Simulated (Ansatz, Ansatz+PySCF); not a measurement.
```xyz
5

C     0.4910    0.0000    0.0000
H     1.1116    0.6461    0.6461
H     1.1116   -0.6461   -0.6461
F    -0.2872    0.7749   -0.7749
F    -0.2872   -0.7749    0.7749
```

Basis set: def2-SVP (spherical functions). Correlated methods keep 3 orbitals frozen. Charge 0, multiplicity 1.

Computed with Ansatz (development build ahead of 0.2.0); each method stands on the lowest determinant of its kind that the runs found. Restricted open shells among the atoms or ions are ROHF, correlated in semicanonical orbitals with singles. Restricted functionals stand beside restricted open-shell atoms, which can lie above the unrestricted atoms usual in DFT and then raise those values.

The atomization energy at this shape (free ground-state atoms in the same class of orbitals less the molecule, no zero-point energy) of singlet CH2F2:

```tsv
method	atomization energy
ωB97X (restricted)	1859.4 kJ/mol
ωB97X (unrestricted)	1844.6 kJ/mol
r²SCAN (restricted)	1864.6 kJ/mol
r²SCAN (unrestricted)	1845.9 kJ/mol
PBE0 (restricted)	1856.6 kJ/mol
PBE0 (unrestricted)	1844.2 kJ/mol
PBE (unrestricted)	1909.9 kJ/mol
PBE (restricted)	1919.2 kJ/mol
RHF-CCSD(T)	1736.4 kJ/mol
RHF-MP2	1780.9 kJ/mol
UHF	1309.7 kJ/mol
```

Problem. What does RHF give?

Solution. 1339.1 kJ/mol.
